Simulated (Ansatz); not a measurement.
C₄H₅, charge -1, singlet, at a GFN2-xTB geometry (a gas-phase anion, which may not be bound at this level); R2SCAN/6-31G* (Ansatz, a quantum-chemistry and plane-wave program).

Ansatz was given this input:
Ansatz 0.2 input:
```yaml
crystal:
  periodic: [false, false, false]
  atoms:
    - {symbol: C, position_ang: [-0.02533349, -0.75783853, 0.94342053]}
    - {symbol: C, position_ang: [-0.00802865, 0.60486190, 0.84022569]}
    - {symbol: C, position_ang: [0.00230685, -0.80474510, -0.64553953]}
    - {symbol: C, position_ang: [0.01991368, 0.73726238, -0.65092230]}
    - {symbol: H, position_ang: [-0.01158461, 1.42895093, 1.56860418]}
    - {symbol: H, position_ang: [-0.88380700, -1.24413323, -1.13304446]}
    - {symbol: H, position_ang: [0.89493994, -1.26433309, -1.10150643]}
    - {symbol: H, position_ang: [0.92355016, 1.19102984, -1.11280146]}
    - {symbol: H, position_ang: [-0.85624889, 1.21124164, -1.14435815]}
basis:
  gaussian:
    orbitals: 6-31G*
hamiltonian:
  xc: r2scan
total_charge: -1
```

Output, abridged:

```
Functional definition: r2SCAN
876 factors; their error is unknown
mean field evaluation 1: about -4220.2729 eV, gradient 3.0e1 eV
mean field evaluation 2: about -4217.3118 eV, gradient 4.3e1 eV
mean field evaluation 4: about -4222.7087 eV, gradient 4.7e0 eV
mean field evaluation 8: about -4222.6865 eV, gradient 5.3e-1 eV
mean field evaluation 16: about -4222.6870 eV, gradient 6.1e-5 eV
mean field -4222.68704580 eV, -155.1808866930 hartree, gradient 6.1e-5 eV, S^2 0.000000; 0 other end points of the search recorded, 0 dependent functions left out
reference -4222.68705163 eV, -155.1808869072 hartree; 15, 15 occupied and 55, 55 virtual orbitals, 876 factors
Total energy: -4222.68705163 eV, -155.1808869072 hartree
```
